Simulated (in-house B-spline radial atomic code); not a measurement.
## Eu IX (Eu8+): [Kr] 4d10 4f4 5s2 5p3 (with a hole in an inner shell)

All numbers are computed (Dirac-Hartree-Fock, average of configuration; Fermi nucleus of rms radius 5.1115 fm) with a radial B-spline atomic code at the basis-set limit, not measured.

Effective charges: Z_r = [3n² - l(l+1)]/(2<r>) from the radius, Z_e = n√(-2ε) from the energy, and Slater's rules. Values are occupation-weighted means over j. An effective charge above Z reflects the relativistic contraction of the inner shells.

| shell | electrons | ε (eV) | <r> (bohr) | Z_r | Z_e | Slater |
| --- | --- | --- | --- | --- | --- | --- |
| 1s | 2 | -48939 | 0.02231 | 67.22 | 59.97 | 62.70 |
| 2s | 2 | -8266.4 | 0.09451 | 63.49 | 49.30 | 58.85 |
| 2p | 6 | -7396.3 | 0.08363 | 59.79 | 46.63 | 58.85 |
| 3s | 2 | -1976.8 | 0.2482 | 54.38 | 36.16 | 51.75 |
| 3p | 6 | -1697.6 | 0.2467 | 50.66 | 33.51 | 51.75 |
| 3d | 10 | -1312.6 | 0.2255 | 46.56 | 29.47 | 41.85 |
| 4s | 2 | -521.84 | 0.5618 | 42.72 | 24.77 | 35.25 |
| 4p | 6 | -425.69 | 0.5928 | 38.80 | 22.37 | 35.25 |
| 4d | 10 | -285.78 | 0.64 | 32.81 | 18.33 | 23.85 |
| 5s | 2 | -163.41 | 1.249 | 30.03 | 17.33 | 14.90 |
| 4f | 4 | -141.54 | 0.7413 | 24.28 | 12.90 | 15.95 |
| 5p | 3 | -136.17 | 1.368 | 26.68 | 15.82 | 14.90 |

The least bound orbital is 5p3/2 at -134.2 eV, and it is also the most diffuse (<r> = 1.386 bohr).

Spin-orbit splittings of the orbital energies (j = l + 1/2 above j = l - 1/2 when positive): 2p 649.7 eV, 3p 135.2 eV, 3d 29 eV, 4p 30.68 eV, 4d 5.663 eV, 4f 0.7555 eV, 5p 5.951 eV.

For the 1s electron the small component carries 5.5 % of the norm, the zero-frequency Breit interaction raises the level by 143.3 eV, self-energy by 85.42 eV, and vacuum polarisation lowers it by 13.72 eV.
